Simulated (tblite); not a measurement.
A tight-binding relaxation on `CN[SiH2][Si@@H](O[SiH3])C1CC1`.

Computed with GFN2-xTB geometry optimisation, gas phase (tblite 0.8.0). Start geometry: from a force field or distance geometry. The command runs a driver script over a list of jobs; the input below is this job's line of settings and its coordinates in Å.

Command:
```bash
OMP_NUM_THREADS=1 python probes_run.py task.json out
```

Input:
```
{"job": {"kind": "relax", "xc": "GFN2-xTB", "basis": "xTB"}, "charge": 0, "multiplicity": 1}
C      3.607500    -0.110600    -0.209900
N      2.615500     0.671600     0.515800
Si     1.074200     0.693000    -0.357600
Si    -0.665400     0.247600     0.945000
O     -1.492700     1.619100     1.511100
Si    -2.162900     2.572900     0.258500
C     -1.744000    -0.978300     0.067100
C     -1.775900    -2.352400     0.709300
C     -0.987000    -2.128200    -0.556200
H      4.256100     0.574300    -0.760400
H      3.093300    -0.779100    -0.939400
H      4.216100    -0.706800     0.477900
H      2.915000     1.658100     0.654000
H      1.124100    -0.367300    -1.391300
H      0.888500     1.991300    -1.067200
H     -0.132200    -0.436500     2.169000
H     -3.507100     3.031900     0.666900
H     -1.314700     3.772100     0.089400
H     -2.250200     1.884800    -1.020300
H     -2.601200    -0.633600    -0.524700
H     -2.697600    -2.967700     0.539800
H     -1.222700    -2.546400     1.637400
H      0.117300    -2.135400    -0.402500
H     -1.365600    -2.554600    -1.503900
```

Output:
```
step      E/eV     max force
  0    -773.70674    2.475
  1    -774.00713    1.596
  2    -774.18404    0.826
  3    -774.26210    0.858
  4    -774.38267    0.625
  5    -774.44613    0.622
  6    -774.52037    0.688
  7    -774.57653    0.539
  8    -774.62231    0.464
  9    -774.65796    0.417
... (251 lines left out)
261    -775.07441    0.034
262    -775.07447    0.025
263    -775.07455    0.017
264    -775.07460    0.017
265    -775.07465    0.013
266    -775.07469    0.011
267    -775.07472    0.010
268    -775.07474    0.012
269    -775.07475    0.011
270    -775.07477    0.009
```

«max force» is the largest atomic force in eV/Å.

From which step on does the largest force stay under 0.1 eV/Å, and how much energy is left to gain from there?

From step 76 (0.093 eV/Å), 56.8 meV above the end.

In short: energy lowered by 31.5 kcal/mol over 270 steps; largest atomic force 0.009 eV/Å at the end.

Where do the atoms end?

1.007 Å rms from the input after alignment:
```
atom  x, y, z in Å
C1     3.5980   -0.3983   -0.3060
N2     2.2644   -0.3077    0.2337
Si3    1.1610    0.9296   -0.2360
Si4   -0.7990    0.4906    0.8696
O5    -1.8578    1.6572    0.4505
Si6   -2.5596    2.9326   -0.2425
C7    -1.6216   -1.1496    0.4222
C8    -1.0006   -2.4376    0.8873
C9    -0.9730   -2.0864   -0.5608
H10    4.3097    0.2462    0.2212
H11    3.5704   -0.0884   -1.3474
H12    3.9607   -1.4269   -0.2555
H13    2.2313   -0.6525    1.1813
H14    1.1245    0.8132   -1.7075
H15    1.6811    2.3014   -0.0106
H16   -0.7873    0.5891    2.3446
H17   -3.7991    3.1498    0.5000
H18   -1.6408    4.0647   -0.1228
H19   -2.8086    2.5966   -1.6437
H20   -2.7066   -1.1433    0.4023
H21   -1.6501   -3.2366    1.2143
H22   -0.0750   -2.3840    1.4413
H23   -0.0257   -1.7972   -0.9925
H24   -1.6080   -2.6428   -1.2352
```

Estimate the wall time. Hardware: one thread, Intel Xeon at 2.50 GHz (x86_64), on a shared host.

About 8.4 s.
Labels such as C1 count atoms from 1, the log's own numbers from 0.
